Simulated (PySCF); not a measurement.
C$_{3}$H$_{7}$O, charge -1, singlet, geometry from GFN2-xTB (in this run its highest filled SCF level lies above zero, so its values depend strongly on the basis, on diffuse functions most of all); B3LYP/cc-pVDZ run with PySCF.

Input for PySCF:
```python
from pyscf import gto, scf, dft

mol = gto.M(
    atom='''
O    -0.02364204   -0.72791359   -0.02410158
C    -0.11695116    0.72309764    0.02353500
C     1.27997189   -1.17584587   -0.05346219
C    -1.53793975    1.16403974   -0.03994654
H     0.53282928    1.00119920    0.93898760
H     0.44859738    1.10785920   -0.85183032
H     1.26753791   -2.27032695   -0.05197351
H     1.82097837   -0.82845799   -0.95497355
H     1.85749247   -0.82621646    0.82524896
H    -1.97405394    1.11319354    0.99190016
H    -1.51473106    2.25830906   -0.28530416
''',
    basis='cc-pvdz',
    charge=-1,
    verbose=4,
)

mf = dft.RKS(mol)
mf.xc = 'b3lyp'
mf.kernel()
mf.analyze()
```

It wrote (shortened):

```
PySCF version 2.14.0

[INPUT] verbose = 4
[INPUT] num. atoms = 11
[INPUT] num. electrons = 34
[INPUT] charge = -1
[INPUT] spin (= nelec alpha-beta = 2S) = 0
[INPUT] symmetry False subgroup None
[INPUT] Mole.unit = angstrom
[INPUT] Symbol           X                Y                Z      unit          X                Y                Z       unit  Magmom
[...]
nuclear repulsion = 124.972387200168
number of shells = 41
number of NR pGTOs = 153
number of NR cGTOs = 91
basis = cc-pvdz
ecp = {}

******** <class 'pyscf.dft.rks.RKS'> ********
method = RKS
initial guess = minao
damping factor = 0
level_shift factor = 0
DIIS = <class 'pyscf.scf.diis.CDIIS'>
diis_start_cycle = 1
diis_space = 8
diis_damp = 0
SCF conv_tol = 1e-09
SCF conv_tol_grad = None
SCF max_cycles = 50
direct_scf = True
direct_scf_tol = 1e-13
XC library pyscf.dft.libxc version 7.1.2
    S. Lehtola, C. Steigemann, M. J. T. Oliveira, and M. A. L. Marques,  SoftwareX 7, 1–5 (2018)
XC functionals = b3lyp
    P. J. Stephens, F. J. Devlin, C. F. Chabalowski, and M. J. Frisch,  J. Phys. Chem. 98, 11623 (1994)
radial grids:
    Treutler-Ahlrichs [JCP 102, 346 (1995); DOI:10.1063/1.469408] (M4) radial grids

becke partition: Becke, JCP 88, 2547 (1988); DOI:10.1063/1.454033
pruning grids: <function nwchem_prune>
grids dens level: 3
symmetrized grids: False
atomic radii adjust function: <function treutler_atomic_radii_adjust>
small_rho_cutoff = 0
Set gradient conv threshold to 3.16228e-05
Initial guess from minao.
tot grids = 125096
init E= -193.832284934714
[...]
cycle= 1 E= -193.48755728885  delta_E= 0.345  |g|= 0.812  |ddm|= 2.93
[...]
cycle= 2 E= -192.154118335283  delta_E= 1.33  |g|= 1.88  |ddm|= 14.1
[...]
cycle= 3 E= -193.61486904625  delta_E= -1.46  |g|= 0.372  |ddm|= 13.9
[...]
cycle= 4 E= -193.65362224944  delta_E= -0.0388  |g|= 0.123  |ddm|= 0.479
[...]
cycle= 5 E= -193.657216926365  delta_E= -0.00359  |g|= 0.0553  |ddm|= 0.22
[...]
cycle= 6 E= -193.65795210396  delta_E= -0.000735  |g|= 0.021  |ddm|= 0.0837
[...]
cycle= 7 E= -193.658048995008  delta_E= -9.69e-05  |g|= 0.00207  |ddm|= 0.0181
[...]
cycle= 8 E= -193.658050343519  delta_E= -1.35e-06  |g|= 0.000814  |ddm|= 0.00535
[...]
cycle= 9 E= -193.658050495167  delta_E= -1.52e-07  |g|= 0.000312  |ddm|= 0.0011
[...]
cycle= 10 E= -193.658050520471  delta_E= -2.53e-08  |g|= 4.58e-05  |ddm|= 0.000409
[...]
cycle= 11 E= -193.658050521107  delta_E= -6.36e-10  |g|= 7.44e-06  |ddm|= 9.26e-05
[...]
Extra cycle  E= -193.658050521119  delta_E= -1.22e-11  |g|= 5.97e-06  |ddm|= 2.23e-05
converged SCF energy = -193.658050521119
**** SCF Summaries ****
Total Energy =                        -193.658050521119264
Nuclear Repulsion Energy =             124.972387200167603
One-electron Energy =                 -516.374606968611374
Two-electron Energy =                  197.744169247324550
Two-electron Coulomb Energy =          225.438309258352831
DFT Exchange-Correlation Energy =      -27.694140011028292
HOMO-LUMO gap [eV] =                     3.466234330979844
**** MO energy ****
[...]
 ** Mulliken pop on meta-lowdin orthogonal AOs  **
 ** Mulliken pop  **
 ** Mulliken atomic charges  **
charge of    0O =     -0.41334
charge of    1C =      0.06127
charge of    2C =     -0.06103
charge of    3C =     -0.70076
charge of    4H =     -0.04574
charge of    5H =      0.02383
charge of    6H =      0.06739
charge of    7H =      0.03913
charge of    8H =      0.03895
charge of    9H =     -0.00718
charge of   10H =     -0.00253

WARN: System has nonzero charge -1; the dipole moment is origin-dependent.
Location of origin: [0. 0. 0.]

Dipole moment(X, Y, Z, Debye):  5.67528, -2.95077,  0.45761
```
